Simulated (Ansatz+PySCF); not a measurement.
Two shapes of singlet CH₃Br.

Shape 1:

```xyz
5

C     0.0000    0.0000   -1.5112
Br    0.0000    0.0000    0.4183
H     0.0000   -1.0395   -1.8580
H    -0.9002    0.5197   -1.8580
H     0.9002    0.5197   -1.8580
```

Shape 2:

```xyz
5

C    -0.0366   -0.0069   -1.4778
Br    0.0159   -0.0073    0.4652
H     0.0436   -1.0312   -1.8350
H    -0.9093    0.5425   -1.9016
H     0.9495    0.5190   -1.8662
```

Basis set: def2-SVP (spherical functions). Correlated methods keep 10 orbitals frozen. Charge 0, multiplicity 1.

Computed with Ansatz (development build ahead of 0.2.0); each method stands on the lowest determinant of its kind that the runs found.

Which shape is lower in energy, and by how much in each method?

| method | E(2) − E(1) (eV) |
| --- | --- |
| UHF | 0.210 |
| RHF-MP2 | 0.166 |
| RHF-CCSD | 0.158 |
| PBE0 (restricted) | 0.159 |
| ωB97X (unrestricted) | 0.162 |

Shape 1 is lower.
